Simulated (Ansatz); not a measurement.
`OB(F)[NH][AlH2]` and `OB(F)CF` differ in one atom or group.

Ansatz, PBE0-D4/def2-TZVP geometries, multiplicity 1. Each molecule was computed in one conformer, which needn't be the lowest.

```tsv
property	`OB(F)[NH][AlH2]`
LUMO energy (ωB97M-V/def2-TZVPP) / eV	0.52
HOMO–LUMO gap (B3LYP/def2-TZVPP) / eV	6.74
zero-point energy (PBE0-D4/def2-TZVP) / kJ/mol	138.5
HOMO energy (B3LYP/def2-TZVPP) / eV	-8.05
HOMO–LUMO gap (PBE/def2-TZVPP) / eV	5.06
ideal-gas entropy at 298 K and 1 bar (rigid rotor, harmonic PBE0-D4/def2-TZVP) / J/(mol·K)	334
```

Q: Give the same properties after the change, and the shifts. (Estimate.)

A: The calculation gave: 
```
                                                                                  property  `OB(F)CF`  shift
                                                     LUMO energy (ωB97M-V/def2-TZVPP) / eV       1.91   1.39
                                                     HOMO–LUMO gap (B3LYP/def2-TZVPP) / eV       9.44   2.70
                                            zero-point energy (PBE0-D4/def2-TZVP) / kJ/mol      137.5   -1.0
                                                       HOMO energy (B3LYP/def2-TZVPP) / eV      -9.16  -1.11
                                                       HOMO–LUMO gap (PBE/def2-TZVPP) / eV       7.23   2.17
ideal-gas entropy at 298 K and 1 bar (rigid rotor, harmonic PBE0-D4/def2-TZVP) / J/(mol·K)        307    -27
```

With PBE0 the HOMO falls by 1.06 eV and the LUMO rises by 1.72 eV, so the gap widens by about 2.78 eV. PBE moves the HOMO by -0.73 eV and ωB97M-V by -1.11 eV. The zero-point energy changes by -1.0 kJ/mol with -3 modes.

B3LYP here is the variant with VWN-RPA as its local correlation; programs differ in this.
